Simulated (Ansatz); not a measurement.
`N[Si]N([SiH3])[SiH3]` + HCl → `[SiH3]N([SiH3])[Si]Cl` + NH₃ at 500 K and 1 bar (ligand exchange at the Si–N bond).

Isolated molecules relaxed with PBE0-D4/def2-TZVP in Ansatz; ΔE leaves out vibrations. CBS: MP2 limit from def2 TZ/QZ plus the TZ coupled-cluster correction, frozen cores. This one scheme is used for every species. One conformer a species, not always the lowest.

```tsv
species	CCSD(T)/CBS energy (Eh)	H − E (kJ/mol)	S (J/(mol·K))
`N[Si]N([SiH3])[SiH3]`	-981.52495	279.3	472.5
HCl	-460.38127	32.5	201.9
`[SiH3]N([SiH3])[Si]Cl`	-1385.41346	210.2	458.0
NH₃	-56.50880	108.2	211.8
```

H − E and S are ideal-gas, rigid-rotor, harmonic terms from PBE0-D4/def2-TZVP, for one conformer and one mirror image of each species. 1 Eh = 2625.50 kJ/mol, R = 8.31446 J/(mol·K).

Q: By hand: ΔE, ΔH, ΔS and ΔG.

A: ΔE = (-1385.41346) + (-56.50880) − (-981.52495) − (-460.38127) = -0.01604 Eh = -42.1 kJ/mol. Δ(H − E) = 210.2 + 108.2 − 279.3 − 32.5 = 6.6, so ΔH = -35.5 kJ/mol. ΔS = 458.0 + 211.8 − 472.5 − 201.9 = -4.6 J/(mol·K). ΔG = -35.5 − 500 × (-4.6)/1000 = -33.2 kJ/mol.

Q: By hand: the equilibrium constant, and the temperature at which ΔG would vanish if ΔH and ΔS stayed fixed.

A: log₁₀ K = −ΔG/(RT ln 10) = 3.5. ΔG = 0 at ΔH/ΔS = 7717 K, far beyond where these terms or the molecules hold.

The number of gas molecules stays the same, so ΔS is small and ΔH decides. A doubt of 5 kJ/mol in ΔE shifts log₁₀ K by 0.5 here. Other conformers and mirror images would add mixing entropy, several J/(mol·K) or more a flexible species. These are equilibria of isolated gas molecules and say nothing of rates. Largest T1 diagnostic: 0.013 (customary marks: 0.02 for closed shells, 0.045 for open ones).
